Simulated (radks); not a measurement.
Spherical quantum dot in the effective-mass picture: electrons in a well V = -V0 / (1 + exp((r - R)/a)) with V0 = 57.7, R = 1.56, a = 0.19, all in effective atomic units (hartree* = m*/eps^2 hartree, bohr* = eps/m* bohr), one dielectric constant everywhere. Method: non-relativistic Kohn-Sham, PBE, spin-polarised, spherical densities; computed with a radial shooting solver with Libxc functionals. Levels are named by radial order and angular momentum (1s, 1p, 1d, 2s, ...), and open shells are averaged over m.

N = 26, configuration 1s2 1p6 1d10 2s2 1f(up 6, down 0). This is the lowest configuration that the search found. Occupied and some empty levels:

| level | occupation | eigenvalue (hartree*) | <r> (bohr*) |
|---|---|---|---|
| 1s up | 1 | -29.054 | 0.8199 |
| 1s down | 1 | -28.921 | 0.8128 |
| 1p up | 3 | -27.146 | 0.9257 |
| 1p down | 3 | -26.977 | 0.9219 |
| 1d up | 5 | -24.484 | 1.003 |
| 1d down | 5 | -24.292 | 1.001 |
| 2s up | 1 | -22.240 | 0.7747 |
| 2s down | 1 | -22.142 | 0.7776 |
| 1f up | 6 | -21.224 | 1.067 |
| 1f down | 0 | -21.019 | 1.066 |
| 2p up | 0 | -18.418 | 0.8931 |
| 2p down | 0 | -18.309 | 0.8939 |
| 1g up | 0 | -17.460 | 1.122 |
| 1g down | 0 | -17.250 | 1.122 |
| 2d up | 0 | -14.277 | 0.9878 |
| 2d down | 0 | -14.155 | 0.9882 |

Energy (hartree*): total -941.649, kinetic 155.21, external -1382.6, Hartree 314.55, exchange-correlation -28.836.
